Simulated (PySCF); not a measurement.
Si(H)(Br)(Me)2 (C2H7BrSi), SMILES C[SiH](Br)C.

The structure is a stationary point at PBE0-D3(BJ)/def2-SVP.

Computed with PBE/def2-TZVP run with PySCF.

Symmetry labels are those of the subgroup Cs that the program uses (full group Cs).

**Question.** List the valence orbital energies around the gap with their symmetry. (The exact figures need the calculation; the answer reports its results.)

**Answer.** 
| orbital | symmetry | energy (eV) |
|---|---|---|
| HOMO−7 | A' | -10.35 |
| HOMO−6 | A" | -9.95 |
| HOMO−5 | A" | -9.87 |
| HOMO−4 | A' | -8.38 |
| HOMO−3 | A' | -8.25 |
| HOMO−2 | A" | -8.12 |
| HOMO−1 | A" | -6.81 |
| HOMO | A' | -6.81 |
| LUMO | A' | -0.38 |
| LUMO+1 | A' | 0.29 |
| LUMO+2 | A" | 0.39 |
| LUMO+3 | A' | 1.12 |
